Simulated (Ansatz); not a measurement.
Two structures of CH7FGe, singlet, reached by relaxing down either side of one saddle point (PBE0-D4/def2-TZVP). Energies are electronic, without zero-point energy. Computed with Ansatz 0.2.0 (basis: def2-TZVPP and def2-QZVPP); correlated methods freeze the cores. Filled d shells of the heavier atoms are correlated. The def2 sets are not built for correlating such inner shells, so the correlated values are less sure here. Extrapolation: Hartree–Fock as exp(−7.88 √X), correlation as X^−2.97. First:

```json
{"atom": "Ge1", "x (Å)": "-0.5798", "y (Å)": "0.6086", "z (Å)": "-0.6553"}
{"atom": "C2", "x (Å)": "0.8883", "y (Å)": "-0.6666", "z (Å)": "-0.5647"}
{"atom": "H3", "x (Å)": "-0.2944", "y (Å)": "1.7485", "z (Å)": "-1.6453"}
{"atom": "H4", "x (Å)": "-0.7782", "y (Å)": "1.2821", "z (Å)": "0.7326"}
{"atom": "H5", "x (Å)": "-1.9086", "y (Å)": "-0.0712", "z (Å)": "-1.0180"}
{"atom": "H6", "x (Å)": "-0.5077", "y (Å)": "0.2531", "z (Å)": "2.0893"}
{"atom": "F7", "x (Å)": "-0.3318", "y (Å)": "-0.4213", "z (Å)": "2.7022"}
{"atom": "H8", "x (Å)": "1.0160", "y (Å)": "-1.1578", "z (Å)": "-1.5299"}
{"atom": "H9", "x (Å)": "1.8157", "y (Å)": "-0.1549", "z (Å)": "-0.3056"}
{"atom": "H10", "x (Å)": "0.6806", "y (Å)": "-1.4205", "z (Å)": "0.1948"}
```

Second:

| atom | x (Å) | y (Å) | z (Å) |
| --- | --- | --- | --- |
| Ge1 | -1.6386 | 1.3265 | -0.0108 |
| C2 | 1.6175 | -1.2722 | -0.0612 |
| H3 | -0.5843 | 1.0355 | -1.0840 |
| H4 | -1.5696 | 2.7677 | 0.5077 |
| H5 | -3.0522 | 0.9267 | -0.4495 |
| H6 | 0.8522 | -1.0398 | 0.6788 |
| F7 | -1.2491 | 0.3061 | 1.3487 |
| H8 | 1.1464 | -1.6540 | -0.9672 |
| H9 | 2.1817 | -0.3703 | -0.2995 |
| H10 | 2.2958 | -2.0265 | 0.3372 |

**Question.** Which bonds change from the first to the second?

**Answer.** CH₆Ge ([CH3][GeH3]) + HF → GeH₃F ([F][GeH3]) + CH₄; bonds formed: Ge1–F7, C2–H6; bonds broken: Ge1–C2, H6–F7.

**Question.** Give the saddle point's structure and its height above each. (An estimate is asked for; the value comes from the calculation.)

**Answer.** The calculation gives: 2.007 eV above the first and 2.635 eV above the second (CCSD(T) at an estimated basis limit (MP2 extrapolated from triple and quadruple zeta, plus CCSD(T) − MP2 in triple zeta)).
Ge1  (-0.815, 0.763, -0.204)
C2  (0.933, -0.696, -0.109)
H3  (-0.235, 1.034, -1.622)
H4  (-0.671, 2.069, 0.578)
H5  (-2.206, 0.164, -0.412)
H6  (0.090, -0.524, 0.863)
F7  (-0.822, -0.196, 1.652)
H8  (0.652, -1.246, -1.005)
H9  (1.694, 0.050, -0.331)
H10  (1.380, -1.418, 0.589)
(Å)

T1 diagnostic: at most 0.013.

Labels in which every atom is bracketed show which atoms are joined, not bond orders.

For scale, one of the runs: CCSD(T)/def2-TZVPP, 208 basis functions, launched by `ansatz run in.yaml --threads 4 --pin off --events-out ev --progress --plain --max-ram 9574MiB`. Time: 57 s of wall clock on 4 CPU threads of an Arm Neoverse V2; the host was shared. Peak host memory: 2.9 GiB.
